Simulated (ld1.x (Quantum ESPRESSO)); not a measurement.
Reading a pseudo-wave (rhodium)

Columns: radius, all-electron u(r) and pseudo u(r) of the 4d shell (level -39.73 eV) of rhodium in the configuration [Ar] 3d10 4s2 4p6 4d6 5s0 5p0; LDA (PZ), scalar-relativistic, RRKJ scheme, ld1.x (Quantum ESPRESSO) 7.5.

```tsv
r (bohr)	all-electron	pseudo
0.082	0.1404	-0.0020
0.165	0.3885	-0.0161
0.248	0.4592	-0.0520
0.330	0.3513	-0.1143
0.413	0.1429	-0.2046
0.495	-0.0932	-0.3160
0.578	-0.3203	-0.4420
0.660	-0.5121	-0.5688
0.742	-0.6637	-0.6867
0.825	-0.7763	-0.7877
0.908	-0.8518	-0.8636
0.990	-0.8955	-0.9116
1.072	-0.9144	-0.9335
1.155	-0.9140	-0.9326
1.238	-0.8986	-0.9136
1.320	-0.8726	-0.8826
1.402	-0.8391	-0.8442
1.485	-0.8000	-0.8016
1.568	-0.7575	-0.7577
1.650	-0.7138	-0.7138
1.733	-0.6689	-0.6689
1.815	-0.6248	-0.6248
1.898	-0.5809	-0.5809
1.980	-0.5389	-0.5389
2.062	-0.4985	-0.4985
2.145	-0.4595	-0.4595
```

(1) How many radial nodes do the two functions have?

(2) At about which radius was the pseudo-wave matched?

(3) Is the pseudo-wave norm-conserving?

## Answers

(1) The all-electron 4d function has n − l − 1 = 1; the pseudo-wave has 0, since the states of the same l below it are removed with the core.

(2) 1.65 bohr, where the columns begin to agree (steps of 0.08 bohr).

(3) Yes: the RRKJ scheme keeps the norm inside the radius equal to the all-electron one, which fixes the energy derivative of the logarithmic derivative at the level.
